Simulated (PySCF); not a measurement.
A GIAO shielding run with PySCF 2.14.0 with density-fitted response routines (density fitting, non-relativistic, gas phase) on `InChI=1S/C5H9NO2Si/c9-4-7-3-5-6-1-2-8-5/h1-2H,3-4H2,9H3`:

```
$ OMP_NUM_THREADS=1 python probes_run.py task.json out

{"job": {"kind": "nmr", "xc": "PBE0", "basis": "pcSseg-1"}, "charge": 0, "multiplicity": 1}
Si     2.884465     0.284180     1.274237
C      1.594870     0.431874    -0.118912
O      1.076942    -0.879086    -0.285073
C      0.016021    -0.972454    -1.205916
C     -1.243541    -0.380333    -0.663682
N     -1.526513     0.880703    -0.551802
C     -2.748511     0.924146     0.053914
C     -3.159405    -0.349183     0.284844
O     -2.201341    -1.183713    -0.169414
H      3.454691     1.614789     1.502663
H      2.219935    -0.201068     2.482143
H      3.929774    -0.648024     0.855349
H      2.031412     0.777949    -1.065782
H      0.789950     1.131254     0.134070
H     -0.141266    -2.038863    -1.386001
H      0.279714    -0.464454    -2.145415
H     -3.228383     1.854949     0.271338
H     -4.037572    -0.776347     0.721782
```

Hardware: 1 thread of an AMD EPYC 9B45, shared host. The job also computes population analyses, field gradients, ring-centre shieldings.

Problem. How large is the calculation?

Solution. 76 electrons, 205 basis functions and 1080 auxiliary functions.

Problem. How long does it take, and how much memory does it need?

Solution. 20 s of wall time, with 14 SCF cycles and 5 response iterations; peak memory 0.92 GiB. Times on a shared host scatter by some tens of per cent.
